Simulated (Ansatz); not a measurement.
Program: Ansatz. Geometries: PBE0-D4/def2-TZVP. ΔE: electronic, gas phase. CBS: MP2 limit from def2 TZ/QZ plus the TZ coupled-cluster correction, frozen cores. This one scheme is used for every species. Functionals use def2-TZVPP. For Br outer-core shells are correlated without core-valence functions, which leaves a few kJ/mol of doubt a bond. Scalar relativity is left out up to krypton. Each species was taken in one conformer, which may not be the lowest.

`O[Si]F` + `C[CH2][AlH][Br]` → `C[Si]O` + `F[CH2][AlH][Br]`  (redistribution)

`O[Si]F`:

Z-matrix (Å, degrees):
```
O
Si 1 1.637
H 1 0.963 2 120.3
F 2 1.620 1 101.6 3 0.0
```

`C[CH2][AlH][Br]`:

```xyz
10

C     1.314    0.158    0.051
C     0.058   -0.553   -0.447
Al   -1.658    0.118    0.184
Br   -1.691    1.865    1.629
H     1.389    0.126    1.141
H     2.224   -0.293   -0.354
H     1.318    1.213   -0.230
H     0.017   -0.541   -1.545
H     0.091   -1.621   -0.190
H    -3.062   -0.472   -0.238
```

`C[Si]O`:

Cartesian coordinates in Å:
```
C -0.561 0.489 -0.391
Si -0.509 -1.212 0.466
O 1.083 -1.273 0.919
H -0.260 1.279 0.309
H -1.554 0.735 -0.773
H 0.142 0.513 -1.234
H 1.659 -0.532 0.705
```

`F[CH2][AlH][Br]`:

```xyz
7

F     0.065    1.836   -0.406
C     0.599    0.553   -0.468
Al   -0.508   -0.794    0.462
Br   -2.411   -0.153    1.474
H     1.612    0.584   -0.044
H     0.726    0.288   -1.527
H    -0.082   -2.314    0.508
```

```csv
level,ΔE (kcal/mol)
BLYP,59.9
r2SCANh,62.5
```

**Question.** What does CCSD(T)/CBS give? (Best estimate.)

**Answer.** Ansatz gave: +63.9 kcal/mol. The listed levels differ from it by -4.0, -1.4 kcal/mol.

**Question.** What do rigid-rotor, harmonic-oscillator terms from PBE0-D4/def2-TZVP frequencies (298.15 K, 1 bar) make of the CCSD(T)/CBS value? (Estimate.)

**Answer.** Ansatz gave: ΔZPE = -1.5 kcal/mol, ΔH = +62.7 kcal/mol, ΔS = 11 J/(mol·K), ΔG = +62.0 kcal/mol. Modes under 50 cm⁻¹ make the entropy rough.

Largest T1 diagnostic among the species: 0.015.

From PBE to PBE0 (25 % exact exchange), in def2-TZVPP and without D4, ΔE moves by +1.6 kcal/mol. At CCSD(T), def2-SVP lies −2.1 kcal/mol from the extrapolated value and def2-TZVPP −0.5 kcal/mol.
